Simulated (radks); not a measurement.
The numbers below are computed, except where a source is named.
Question: These are the eigenvalues of the occupied orbitals of an atom or ion with whole-number occupations (hartree). Level of theory: non-relativistic Kohn-Sham, LDA (Slater exchange, Perdew-Wang correlation), spin-unpolarised, spherical densities, point nucleus (a radial shooting solver on a logarithmic mesh with Libxc functionals).

| orbital | eigenvalue |
|---|---|
| 1s | -1041.084 |
| 2s | -200.2616 |
| 2p | -191.3116 |
| 3s | -73.87760 |
| 3p | -70.55457 |

Which element is it, and in what charge state? The configuration may be excited.

Answer: Z = 49, indium, charge +31: In31+ in [Ar]. The list shows which subshells hold electrons but not how many an open one holds; the 1s level, -1041.1 hartree, gives Z - s = 45.6 by -(Z - s)^2/2, which with screening narrows Z to a few neighbours, and the depths of the outer levels then fix element, charge and occupations together.
